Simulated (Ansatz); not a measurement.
# Relaxing a trial structure of BH10NSi3

The starting geometry of this gas-phase singlet was optimised with GFN2-xTB; its bonds are those of `B[Si](N)([SiH3])[SiH3]`.

```xyz
15

B    -0.6969   -2.4086   -0.4205
N    -0.5138   -0.3130    1.7402
Si    0.2616   -0.8741    0.2741
Si    0.1975    1.0420   -1.0674
Si    2.5187   -1.4259    0.6840
H    -1.5451   -2.9590    0.1694
H    -0.4169   -2.8472   -1.4704
H    -0.1384    0.4815    2.2332
H    -0.8468   -0.9874    2.4099
H    -1.1365    1.5962   -1.3195
H     0.7742    0.7671   -2.3877
H     0.9859    2.1467   -0.5079
H     3.2377   -0.3423    1.3668
H     2.7162   -2.6050    1.5397
H     3.2596   -1.6970   -0.5503
```

Q: Predict what it relaxes into with r2SCAN-D4/def2-SVP.

A: It rearranges, giving a structure given below by its coordinates. Contacts that open: Si3–Si5 (2.36 → 2.91 Å). Contacts that close: B1–Si5 (3.54 → 2.06 Å).

The energy falls by 0.72 eV over 47 steps:

```tsv
step	E − E(last) (eV)
1	0.720
6	0.492
11	0.483
16	0.482
21	0.482
27	0.416
32	0.060
37	0.009
42	0.002
47	0.000
```

Final geometry (Å):

```xyz
15

B     0.1694   -2.4163    0.0759
N    -0.8137    0.1111    1.7902
Si   -0.3063   -0.5858    0.3211
Si    0.2191    1.1930   -1.1349
Si    2.1861   -2.0917    0.3431
H    -0.2085   -3.1966    0.9278
H     0.1005   -2.7284   -1.0999
H    -0.8597    1.1055    1.9899
H    -1.0762   -0.4593    2.5905
H    -0.9889    2.0558   -1.3256
H     0.6597    0.6523   -2.4521
H     1.3051    2.0332   -0.5408
H     2.5802   -1.6680    1.7296
H     2.9028   -3.3746    0.0487
H     2.7874   -1.0562   -0.5701
```

The end wasn't checked by frequencies. Run with Ansatz 0.2.0, 4.6 min on 2 threads of Intel(R) Xeon(R) Processor @ 2.50GHz (Skylake/Cascade Lake), with other jobs on the host.
